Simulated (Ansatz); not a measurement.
`Sc1cc2sc(-c3cc4sc(-c5cc6sc(-c7cc8sc(-c9cc%10sc(-c%11cc%12sc(S)cc%12s%11)cc%10s9)cc8s7)cc6s5)cc4s3)cc2s1`, relaxed as a singlet with RKS PBE-D4/def2-SVP in Ansatz, starting from the GFN2-xTB geometry. Force threshold 0.03 eV/Å.

Single mean-field runs in def2-SVP are fitted with def2-universal-jkfit.

Start:

```xyz
64

S    17.803    6.619   -0.429
C    16.148    6.049   -0.393
C    15.116    6.526    0.363
C    13.936    5.804    0.112
S    12.321    5.875    0.717
C    11.856    4.526   -0.308
C    10.526    4.027   -0.272
C     9.480    4.461    0.509
C     8.318    3.717    0.277
S     6.707    3.738    0.902
C     6.257    2.398   -0.140
C     4.932    1.881   -0.120
C     4.417    0.876   -0.911
C     3.077    0.620   -0.615
S     1.885   -0.479   -1.212
C     0.698    0.157   -0.085
C    -0.624   -0.367   -0.055
C    -1.679    0.079    0.711
C    -2.837   -0.666    0.477
S    -4.457   -0.613    1.077
C    -4.900   -1.976    0.058
C    -6.231   -2.472    0.086
C    -7.303   -1.949    0.771
C    -8.464   -2.699    0.565
S   -10.098   -2.581    1.113
C   -10.527   -4.025    0.207
C   -11.862   -4.509    0.246
C   -12.932   -3.958    0.910
C   -14.095   -4.712    0.727
S   -15.730   -4.577    1.277
C   -16.148   -6.047    0.424
S   -17.776   -6.690    0.476
C   -15.097   -6.605   -0.245
C   -13.930   -5.842   -0.071
S   -12.297   -5.978   -0.617
C    -9.455   -4.554   -0.473
C    -8.292   -3.804   -0.271
S    -6.658   -3.914   -0.824
C    -3.843   -2.432   -0.695
C    -2.681   -1.690   -0.460
S    -1.066   -1.730   -1.070
C     1.213    1.166    0.700
C     2.552    1.424    0.400
S     3.744    2.518    1.004
C     7.309    1.967   -0.919
C     8.465    2.712   -0.682
S    10.075    2.682   -1.310
C    12.904    4.063   -1.069
C    14.076    4.788   -0.828
S    15.702    4.712   -1.425
H    17.623    7.562    0.496
H    15.198    7.341    1.058
H     9.565    5.273    1.207
H     4.982    0.359   -1.663
H    -1.616    0.901    1.398
H    -7.240   -1.067    1.382
H   -12.866   -3.059    1.495
H   -18.282   -5.708    1.220
H   -15.165   -7.509   -0.820
H    -9.522   -5.438   -1.081
H    -3.921   -3.256   -1.379
H     0.652    1.685    1.454
H     7.243    1.157   -1.620
H    12.817    3.242   -1.756
```

```csv
step,energy (eV),largest force component (eV/Å),SCF passes
1,-189073.0918,0.862,37
2,-189073.5816,0.329,22
3,-189073.6505,0.074,22
4,-189073.6516,0.075,21
5,-189073.6611,0.070,22
6 (rejected),-189073.6519,1.008,22
7,-189073.6688,0.056,22
8,-189073.6759,0.296,21
9,-189073.6888,0.211,22
10 (rejected),-189073.6515,0.370,21
11,-189073.6981,0.130,22
12,-189073.7053,0.190,22
13,-189073.7090,0.326,21
14 (rejected),-189073.7029,0.334,23
15,-189073.7231,0.060,21
16,-189073.7296,0.061,22
17,-189073.7358,0.347,22
18,-189073.7508,0.064,22
19,-189073.7621,0.091,22
20 (rejected),-189073.7610,0.649,22
21,-189073.7672,0.062,21
22,-189073.7707,0.185,21
23,-189073.7711,0.391,22
24,-189073.7807,0.015,21
25,-189073.7824,0.137,22
26,-189073.7830,0.056,15
27,-189073.7834,0.026,21
28,-189073.7836,0.024,21
29,-189073.7837,0.009,21
```

Force components are those of the run's own axes.

End:

Cartesian coordinates in Å:
```
S 17.906 7.061 -0.430
C 16.307 6.328 -0.347
C 15.182 6.880 0.252
C 14.032 6.077 0.028
S 12.359 6.169 0.503
C 12.001 4.635 -0.303
C 10.659 4.110 -0.272
C 9.558 4.585 0.443
C 8.405 3.799 0.212
S 6.755 3.842 0.767
C 6.355 2.397 -0.174
C 5.016 1.865 -0.148
C 4.435 0.954 -1.035
C 3.094 0.669 -0.685
S 1.832 -0.328 -1.354
C 0.705 0.167 -0.082
C -0.642 -0.343 -0.057
C -1.730 0.157 0.663
C -2.896 -0.612 0.449
S -4.541 -0.535 1.017
C -4.983 -1.959 0.061
C -6.334 -2.454 0.108
C -7.420 -1.943 0.824
C -8.591 -2.709 0.619
S -10.232 -2.626 1.194
C -10.674 -4.070 0.271
C -12.025 -4.570 0.334
C -13.086 -4.105 1.112
C -14.262 -4.868 0.906
S -15.884 -4.834 1.539
C -16.358 -6.185 0.504
S -17.964 -6.898 0.620
C -15.302 -6.659 -0.266
C -14.117 -5.912 -0.032
S -12.496 -5.952 -0.666
C -9.590 -4.579 -0.448
C -8.421 -3.809 -0.249
S -6.778 -3.894 -0.822
C -3.896 -2.459 -0.660
C -2.725 -1.698 -0.437
S -1.078 -1.778 -0.997
C 1.290 1.073 0.807
C 2.630 1.355 0.460
S 3.890 2.354 1.128
C 7.456 1.921 -0.891
C 8.604 2.718 -0.674
S 10.252 2.683 -1.237
C 13.133 4.091 -0.913
C 14.274 4.911 -0.729
S 15.947 4.827 -1.207
H 18.577 6.114 0.296
H 15.216 7.813 0.828
H 9.608 5.459 1.106
H 4.963 0.547 -1.906
H -1.670 1.055 1.291
H -7.350 -1.052 1.463
H -12.994 -3.257 1.803
H -18.664 -5.858 0.073
H -15.409 -7.497 -0.966
H -9.660 -5.475 -1.079
H -3.966 -3.338 -1.314
H 0.761 1.483 1.677
H 7.418 1.022 -1.520
H 13.119 3.138 -1.459
```

By distances, no bond broke or formed. The bond that changes most is S32–H58, from 1.33 to 1.37 Å (atoms count from 1).

The force fell under the threshold at step 24, but the optimiser went on and released 0.003 eV more. No frequencies were taken in this run, so the end may be a saddle point.

Run time 5.1 min (5 threads of AMD EPYC 7R13 on a shared host and a share (37 GiB) of an NVIDIA H100 80GB HBM3), peak host memory 1.4 GiB.
